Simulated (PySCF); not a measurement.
Al2(mu-Br)2(Br)4, Al₂Br₆, singlet, PBE0/def2-SVP optimised geometry.

```
8

Al    -2.37     0.73    -2.26
Al    -0.71    -1.15     0.00
Br    -1.53     1.15     0.00
Br    -1.21     1.96    -3.73
Br    -4.61     0.72    -2.24
Br    -1.53    -1.57    -2.26
Br     1.53    -1.15     0.00
Br    -1.89    -2.37     1.47
```

Density from PySCF 2.14.0 with PBE0/def2-TZVP at that geometry.

Minimum of the electron density along straight lines between bonded atoms, close to the bond critical point (lines longer than 1.1 times the sum of covalent radii, or with two minima, are not listed):

```json
[
 {"bond": "Al1–Br3", "length / Å": "2.445", "ρ at the minimum / e bohr⁻³": "0.045", "∇²ρ there / e bohr⁻⁵": "0.12", "position (fraction from the first atom)": "0.36"},
 {"bond": "Al2–Br3", "length / Å": "2.445", "ρ at the minimum / e bohr⁻³": "0.045", "∇²ρ there / e bohr⁻⁵": "0.12", "position (fraction from the first atom)": "0.36"},
 {"bond": "Al1–Br4", "length / Å": "2.242", "ρ at the minimum / e bohr⁻³": "0.069", "∇²ρ there / e bohr⁻⁵": "0.20", "position (fraction from the first atom)": "0.37"},
 {"bond": "Al1–Br5", "length / Å": "2.242", "ρ at the minimum / e bohr⁻³": "0.069", "∇²ρ there / e bohr⁻⁵": "0.20", "position (fraction from the first atom)": "0.37"},
 {"bond": "Al1–Br6", "length / Å": "2.445", "ρ at the minimum / e bohr⁻³": "0.045", "∇²ρ there / e bohr⁻⁵": "0.12", "position (fraction from the first atom)": "0.36"},
 {"bond": "Al2–Br6", "length / Å": "2.445", "ρ at the minimum / e bohr⁻³": "0.045", "∇²ρ there / e bohr⁻⁵": "0.12", "position (fraction from the first atom)": "0.36"},
 {"bond": "Al2–Br7", "length / Å": "2.242", "ρ at the minimum / e bohr⁻³": "0.069", "∇²ρ there / e bohr⁻⁵": "0.20", "position (fraction from the first atom)": "0.37"},
 {"bond": "Al2–Br8", "length / Å": "2.242", "ρ at the minimum / e bohr⁻³": "0.069", "∇²ρ there / e bohr⁻⁵": "0.20", "position (fraction from the first atom)": "0.37"}
]
```
